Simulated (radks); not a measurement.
Values are calculated unless marked as measured or tabulated.
Charge is removed step by step from the 1s up level of H, starting from 1s(up 1, down 0). Level of theory: scalar-relativistic Kohn-Sham, PBE, spin-polarised, spherical densities, finite nucleus; Gaussian nuclear charge, rms radius 0.8783 fm (a radial shooting solver on a logarithmic mesh with Libxc functionals).

| removed (e) | E - E(0) (eV) | eigenvalue (eV) |
|---|---|---|
| 0 | 0.000 | -7.595 |
| 0.125 | 1.044 | -9.117 |
| 0.25 | 2.281 | -10.689 |
| 0.375 | 3.717 | -12.292 |
| 0.5 | 5.354 | -13.897 |
| 0.625 | 7.190 | -15.455 |
| 0.75 | 9.212 | -16.873 |
| 0.875 | 11.393 | -17.905 |

The mean slope of the eigenvalue, de/dn, is 11.8 eV per electron.
